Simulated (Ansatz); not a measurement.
`NC1C[SiH2][SiH2]1`, charge 0, multiplicity 1.

Problem. Give a relaxed structure at PBE0-D4/def2-TZVP (Ansatz). (Best estimate.)

Solution. Ansatz gave: 
Z-matrix (Å, degrees):
```
C
C 1 1.558
N 1 1.445 2 119.2
Si 1 1.916 2 97.9 3 -129.0
H 1 1.099 2 107.3 3 122.8
Si 2 1.906 1 98.8 3 158.7
H 2 1.097 1 109.3 3 46.6
H 2 1.093 1 114.2 3 -74.1
H 3 1.012 1 110.9 2 -61.8
H 3 1.014 1 111.3 2 57.6
H 4 1.487 1 118.6 2 -149.4
H 4 1.492 1 109.8 2 84.3
H 6 1.487 2 116.8 1 -145.6
H 6 1.489 2 112.7 1 86.9
```
This is one stationary point; other conformers may exist.
